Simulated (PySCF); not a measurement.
Electronic absorption of C4H9PSi2

C4H9PSi2.
Cartesian coordinates in Å at the GFN2-xTB level; atoms count from 1:
```xyz
16
C4H9PSi2 angstrom
C      3.1208    0.8720    0.3173
C      2.0096    0.6278   -0.0569
C      0.6546    0.3439   -0.4575
C     -0.3475    1.0181    0.4896
Si    -2.1353    0.4606    0.0918
P     -1.9103   -1.6384   -0.6797
Si     0.3263   -1.5566   -0.5437
H      4.0990    1.0871    0.6281
H      0.5098    0.7466   -1.4682
H     -0.2468    2.1031    0.4237
H     -0.0961    0.7465    1.5181
H     -2.7014    1.2671   -0.9947
H     -2.9821    0.5297    1.2840
H     -2.1024   -2.2598    0.5370
H      0.9305   -2.1228   -1.7507
H      0.8637   -2.2160    0.6503
```

Method: TDDFT B3LYP/def2-SVPD, vertical, gas phase, core orbitals frozen in the response in PySCF.

Q: What does the calculation give for the low-lying excited states?

A: 

```json
{"state": "S1", "E (eV)": "5.14", "E (kJ/mol)": "496", "λ (nm)": "241.4", "f": "0.0021", "|μ| (D)": "0.33", "main configurations (H = HOMO, L = LUMO)": "H→L (96%)"}
{"state": "S2", "E (eV)": "5.87", "E (kJ/mol)": "567", "λ (nm)": "211.1", "f": "0.0051", "|μ| (D)": "0.48", "main configurations (H = HOMO, L = LUMO)": "H-1→L (77%), H→L+1 (13%)"}
{"state": "S3", "E (eV)": "5.93", "E (kJ/mol)": "572", "λ (nm)": "209.0", "f": "0.011", "|μ| (D)": "0.70", "main configurations (H = HOMO, L = LUMO)": "H→L+1 (72%), H→L+2 (11%), H-1→L (9%)"}
{"state": "S4", "E (eV)": "6.04", "E (kJ/mol)": "583", "λ (nm)": "205.2", "f": "0.038", "|μ| (D)": "1.29", "main configurations (H = HOMO, L = LUMO)": "H→L+2 (62%), H-2→L (26%)"}
{"state": "S5", "E (eV)": "6.15", "E (kJ/mol)": "594", "λ (nm)": "201.5", "f": "0.045", "|μ| (D)": "1.39", "main configurations (H = HOMO, L = LUMO)": "H-2→L (62%), H→L+2 (19%)"}
{"state": "S6", "E (eV)": "6.33", "E (kJ/mol)": "611", "λ (nm)": "195.9", "f": "0.011", "|μ| (D)": "0.68", "main configurations (H = HOMO, L = LUMO)": "H→L+3 (59%), H→L+4 (21%)"}
{"state": "S7", "E (eV)": "6.35", "E (kJ/mol)": "613", "λ (nm)": "195.2", "f": "0.0076", "|μ| (D)": "0.56", "main configurations (H = HOMO, L = LUMO)": "H→L+4 (36%), H→L+3 (34%)"}
{"state": "S8", "E (eV)": "6.53", "E (kJ/mol)": "630", "λ (nm)": "189.8", "f": "0.0076", "|μ| (D)": "0.55", "main configurations (H = HOMO, L = LUMO)": "H-1→L+1 (25%), H-2→L+1 (21%), H-2→L+2 (16%)"}
```

Triplets (Tamm–Dancoff): T1 4.80 eV, H→L (85%); T2 5.28 eV, H→L+1 (34%), H→L+2 (19%); T3 5.54 eV, H→L+1 (33%), H-2→L+4 (14%), H-1→L+1 (10%).

The lowest singlet lies at 5.14 eV (241 nm, ultraviolet) and is very weak; its leading configuration is HOMO→LUMO (96%). The strongest level in the table is S5 at 6.15 eV (201 nm, f = 0.045). Löwdin shares by element: HOMO phosphorus 43%, carbon 25% or more, silicon 8% or more (atoms not listed hold the other 24%); LUMO silicon 38%, phosphorus 24%, hydrogen 6% or more (atoms not listed hold the other 33%). Orbital energies (eV): HOMO-3 -8.41, HOMO-2 -7.59, HOMO-1 -7.46, HOMO -6.83, LUMO -0.73, LUMO+1 -0.06, LUMO+2 0.09. Weighted by f, the mean energy of these states is 6.12 eV. The listed states span 1.40 eV, and the widest gap between neighbours is 0.74 eV (S1 to S2). The window holds the lowest 8 singlets.

One conformer stands for the species.
